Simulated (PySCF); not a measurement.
# Cl (chlorine, neutral) across methods

[Ne] 3s2 3p5, 2P determinant. Calculation: PySCF 2.14, in aug-cc-pCVQZ-DK; scalar relativity by spin-free X2C-1e.

```csv
method,E (hartree),mean ε 3s β (eV),mean ε 3p α (eV),mean ε 3p β (eV),Σ⟨r²⟩ (bohr²),⟨S²⟩
UHF,-460.89884,-27.782,-14.377,-13.070,27.58,0.761
LDA,-460.0717,-20.142,-9.088,-8.194,27.81,0.752
BP86,-461.6320,-20.137,-9.083,-8.230,27.67,0.753
M06-2X,-461.5788,-24.038,-11.905,-10.919,27.61,0.753
PBE0,-461.4305,-22.228,-10.563,-9.588,27.53,0.754
CAM-B3LYP,-461.6033,-23.901,-11.982,-11.062,27.74,0.753
PBE,-461.3966,-20.015,-9.012,-8.119,27.73,0.753
```

Problem. Estimate the same row for r2SCAN.

Solution. E (hartree) = -461.5480; mean ε 3s β (eV) = -20.525; mean ε 3p α (eV) = -9.459; mean ε 3p β (eV) = -8.440; Σ⟨r²⟩ (bohr²) = 27.49; ⟨S²⟩ = 0.756.
